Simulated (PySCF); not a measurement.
C2H6O2Si2, SMILES O=C1C[SiH2]O[SiH2]1. Atoms are numbered in the order given.

```xyz
12

O     -2.0299     1.3770     0.1022
C     -1.0923     0.6515    -0.1198
C     -1.1783    -0.8704    -0.1584
Si     0.4958    -1.5439     0.4297
O      1.4930    -0.2507     0.0250
Si     0.7610     1.2105    -0.3530
H     -1.2621    -1.1517    -1.2262
H     -2.0870    -1.2235     0.3523
H      0.5321    -1.7937     1.8991
H      0.9212    -2.7703    -0.2993
H      1.0755     1.6236    -1.7509
H      1.1434     2.2856     0.6022
```

Geometry optimised at PBE0-D3(BJ)/def2-SVP. The structure was generated by enumeration, and PubChem lists no compound with its InChIKey, so it may never have been made. The values are those of a single conformer.

Two levels are set side by side: PBE/pcSseg-1 (PySCF) and B3LYP/pcSseg-1 (PySCF). GIAO shifts against H2O (¹⁷O), TMS (²⁹Si), TMS (¹H), TMS (¹³C) at the same level; non-relativistic, no solvent, atoms listed together averaged. Differences are taken from unrounded values.

| quantity | PBE |
|---|---|
| δ(¹⁷O) of O1 (ppm) | 838.2 |
| δ(¹³C) of C2 (ppm) | 240.4 |
| δ(¹³C) of C3 (ppm) | 42.0 |
| δ(²⁹Si) of Si4 (ppm) | -4.0 |
| δ(¹⁷O) of O5 (ppm) | 39.0 |
| δ(²⁹Si) of Si6 (ppm) | -48.0 |

Task: These are the PBE values. What does B3LYP give? (The exact figures need the calculation; the answer reports its results.)

Result: 
| quantity | B3LYP | PBE minus B3LYP |
|---|---|---|
| δ(¹⁷O) of O1 (ppm) | 853.6 | -15.5 |
| δ(¹³C) of C2 (ppm) | 244.1 | -3.7 |
| δ(¹³C) of C3 (ppm) | 40.5 | 1.5 |
| δ(²⁹Si) of Si4 (ppm) | -8.9 | 4.9 |
| δ(¹⁷O) of O5 (ppm) | 33.7 | 5.3 |
| δ(²⁹Si) of Si6 (ppm) | -48.0 | 0.0 |

Rough cost on one machine, each run with all the roots and properties that it gave: B3LYP against PBE within a factor of 2.
